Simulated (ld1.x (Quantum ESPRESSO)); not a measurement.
Values are calculated unless marked as measured or tabulated.
**Pseudopotentials across the periodic table**

Generated with ld1.x 7.5 (TM, RRKJ, ultrasoft, PAW), atompaw 4.2 or ONCVPSP 4.0.1. The cutoff is in Ry: for ld1.x and atompaw files where the sum of valence levels is converged to 10 mRy in a Bessel basis, for ONCV files where the hardest occupied wave has 1 mHa per electron of residual kinetic energy. The error is the largest all-electron minus pseudo excitation energy over each file’s own four to seven test configurations (ionisations up to +4, promotions, holes and added fractions of an electron), all of which were solved. The labels leave out finer settings (local radius, basis sizes, second energies), which also bear on the numbers. Spin-polarised tests are not counted. The rows are a selection from randomly drawn settings: files with unsolved tests, undetermined cutoffs or missed reference levels are left out.

A true bound ghost makes a file unfit for plane-wave use even where its test errors are small: the radial tests pick states by their node count and pass the ghost by.

```tsv
element	potential	cutoff (Ry)	largest error (meV)	bound ghosts
Co	PAW, PBE, scalar-relativistic, rc 2.50/2.95/1.85 (spd), local smoothed, core correction yes, reference 3d7 4s1.5 4p0.5	35	-101	none
I	ultrasoft, PBEsol, scalar-relativistic, rc 1.85/1.95/1.90 (spd), local smoothed, core correction yes, reference 5s1.75 5p5.25	10	-386	d, s
I	TM, PBE, scalar-relativistic, rc 1.45/2.05/1.45 (spd), local s, core correction yes, reference 4d10 5s2 5p4.5	100	-444	none
Bi	TM, PBEsol, scalar-relativistic, rc 1.40/2.35 (sp), local p, core correction no, reference 6s2 6p1.5	110	+152	none
```

Q: Fill in the row for Pt: TM, PBE, fully relativistic, rc 2.00/2.85/1.25 (spd), local s, core correction no, reference 5d9 6s1 6p0.

A: cutoff 40 Ry, largest error -179 meV, bound ghosts: none.

Q: Fill in the row for Ni: PAW, LDA (PZ), scalar-relativistic, rc 2.75/3.30/1.40 (spd), local smoothed, core correction yes, reference 3d8 4s1.75 4p0.25.

A: cutoff 55 Ry, largest error -99 meV, bound ghosts: none.

Q: Fill in the row for Cr: PAW, PBE, scalar-relativistic, rc 1.30/1.65/2.00 (spd), local smoothed, core correction yes, reference 3s2 3p6 3d5 4s0.75 4p0.

A: cutoff 35 Ry, largest error -2.5 meV, bound ghosts: none.
